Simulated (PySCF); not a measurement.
CHO$_{2}$ (SMILES O=C=[OH+]), charge +1, singlet, geometry from GFN2-xTB; PBE/def2-SVP (PySCF).

PySCF was given this input:
```python
from pyscf import gto, scf, dft

mol = gto.Mole()
mol.atom = '''
    O     1.21306943   -0.14410509   -0.06170642
    C     0.10887143   -0.00061822   -0.02177577
    O    -1.06740096    0.07785148    0.11883730
    H    -1.81857638    0.53373819   -0.32639241
'''
mol.basis = 'def2-svp'
mol.charge = 1
mol.verbose = 4
mol.build()

mf = dft.RKS(mol)
mf.xc = 'pbe'
mf.kernel()
```

What the program printed (banner, timings and long lists left out):

```
PySCF version 2.14.0

[INPUT] verbose = 4
[INPUT] num. atoms = 4
[INPUT] num. electrons = 22
[INPUT] charge = 1
[INPUT] spin (= nelec alpha-beta = 2S) = 0
[INPUT] symmetry False subgroup None
[INPUT] Mole.unit = angstrom
[INPUT] Symbol           X                Y                Z      unit          X                Y                Z       unit  Magmom
[INPUT]  1 O      1.213069430000  -0.144105090000  -0.061706420000 AA    2.292368992782  -0.272319153256  -0.116608233927 Bohr   0.0
[INPUT]  2 C      0.108871430000  -0.000618220000  -0.021775770000 AA    0.205737185490  -0.001168266485  -0.041150241452 Bohr   0.0
[INPUT]  3 O     -1.067400960000   0.077851480000   0.118837300000 AA   -2.017095479498   0.147117975592   0.224569950383 Bohr   0.0
[INPUT]  4 H     -1.818576380000   0.533738190000  -0.326392410000 AA   -3.436611294803   1.008619001321  -0.616792264037 Bohr   0.0

nuclear repulsion = 66.151989778022
number of shells = 21
number of NR pGTOs = 79
number of NR cGTOs = 47
basis = def2-svp
ecp = {}

******** <class 'pyscf.dft.rks.RKS'> ********
method = RKS
initial guess = minao
damping factor = 0
level_shift factor = 0
DIIS = <class 'pyscf.scf.diis.CDIIS'>
diis_start_cycle = 1
diis_space = 8
diis_damp = 0
SCF conv_tol = 1e-09
SCF conv_tol_grad = None
SCF max_cycles = 50
direct_scf = True
direct_scf_tol = 1e-13
XC library pyscf.dft.libxc version 7.1.2
    S. Lehtola, C. Steigemann, M. J. T. Oliveira, and M. A. L. Marques,  SoftwareX 7, 1–5 (2018)
XC functionals = pbe
    J. P. Perdew, K. Burke, and M. Ernzerhof,  Phys. Rev. Lett. 77, 3865 (1996)
    J. P. Perdew, K. Burke, and M. Ernzerhof,  Phys. Rev. Lett. 78, 1396 (1997)
    J. P. Perdew, K. Burke, and M. Ernzerhof,  Phys. Rev. Lett. 77, 3865 (1996)
    J. P. Perdew, K. Burke, and M. Ernzerhof,  Phys. Rev. Lett. 78, 1396 (1997)
radial grids:
    Treutler-Ahlrichs [JCP 102, 346 (1995); DOI:10.1063/1.469408] (M4) radial grids

becke partition: Becke, JCP 88, 2547 (1988); DOI:10.1063/1.454033
pruning grids: <function nwchem_prune>
grids dens level: 3
symmetrized grids: False
atomic radii adjust function: <function treutler_atomic_radii_adjust>
small_rho_cutoff = 0
Set gradient conv threshold to 3.16228e-05
Initial guess from minao.
tot grids = 52096
init E= -189.447727376923
  HOMO = -0.42885485773772  LUMO = -0.0597639658089468  gap/eV = 10.04347
cycle= 1 E= -188.325893959574  delta_E= 1.12  |g|= 0.838  |ddm|= 2.45
  HOMO = -0.586677304123626  LUMO = -0.315320791409773  gap/eV = 7.38399
cycle= 2 E= -187.356913930535  delta_E= 0.969  |g|= 2.35  |ddm|= 1.91
  HOMO = -0.633753944293963  LUMO = -0.339032801390499  gap/eV = 8.01977
cycle= 3 E= -188.397311605325  delta_E= -1.04  |g|= 0.597  |ddm|= 1.58
  HOMO = -0.653860268043648  LUMO = -0.336566975482214  gap/eV = 8.63399
cycle= 4 E= -188.463921125395  delta_E= -0.0666  |g|= 0.0988  |ddm|= 0.404
  HOMO = -0.655733913445129  LUMO = -0.342126487609541  gap/eV = 8.53369
cycle= 5 E= -188.46582957471  delta_E= -0.00191  |g|= 0.0126  |ddm|= 0.0673
  HOMO = -0.653561466081727  LUMO = -0.339783336622808  gap/eV = 8.53834
cycle= 6 E= -188.465862250835  delta_E= -3.27e-05  |g|= 0.00312  |ddm|= 0.0122
  HOMO = -0.654023080111013  LUMO = -0.340181891907278  gap/eV = 8.54005
cycle= 7 E= -188.465864374034  delta_E= -2.12e-06  |g|= 0.000517  |ddm|= 0.00264
  HOMO = -0.653958053530352  LUMO = -0.340108145644714  gap/eV = 8.54029
cycle= 8 E= -188.465864429733  delta_E= -5.57e-08  |g|= 6.85e-05  |ddm|= 0.000408
  HOMO = -0.653963351058196  LUMO = -0.340111642382836  gap/eV = 8.54034
cycle= 9 E= -188.465864430587  delta_E= -8.55e-10  |g|= 1.15e-05  |ddm|= 4.48e-05
  HOMO = -0.653964193823963  LUMO = -0.340110819950038  gap/eV = 8.54039
Extra cycle  E= -188.465864430473  delta_E= 1.14e-10  |g|= 2.74e-05  |ddm|= 2.2e-05
converged SCF energy = -188.465864430473
```
